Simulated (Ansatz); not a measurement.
`O[SiH]([SiH3])[SiH2]S`. Total charge 0; spin multiplicity 1.

```xyz
13

O     0.2841    0.3553    1.9091
Si    0.5782   -0.1863    0.3719
Si    1.8716    1.3997   -0.7578
Si   -1.5229   -0.5802   -0.5929
S    -2.7124   -1.4063    1.0102
H    -0.5264    0.0171    2.3041
H     1.2975   -1.4983    0.3834
H     2.1368    0.8893   -2.1315
H     3.1715    1.6351   -0.0750
H     1.1344    2.6869   -0.8613
H    -1.5152   -1.4786   -1.7787
H    -2.2426    0.6733   -0.9382
H    -1.9546   -2.5071    1.1566
```

**Question.** List the harmonic frequencies (cm⁻¹, unscaled) at PBE0-D4/def2-TZVP in Ansatz. (Best estimate.)

**Answer.** The calculation gave: 34, 67, 96, 115, 165, 190, 228, 374, 384, 415, 446, 497, 509, 526, 608, 705, 757, 799, 828, 857, 873, 921, 932, 936, 939, 2161, 2209, 2214, 2225, 2230, 2232, 2704, 3834.

**Question.** Is this a minimum?

**Answer.** Yes, all 33 modes are real.

**Question.** Give the ideal-gas thermochemistry at 298.15 K and 1 bar (rigid rotor, harmonic oscillator; point group C1, symmetry number 1).

**Answer.** Zero-point energy 197.4 kJ/mol; H(298) − E = 227.1 kJ/mol; entropy 422.7 J/(mol·K), of which translation 170.5, rotation 122.3, vibration 129.8; G(298) − E = 101.1 kJ/mol. Modes under 100 cm⁻¹ are hindered rotations or soft bends, so the harmonic entropy is rough.
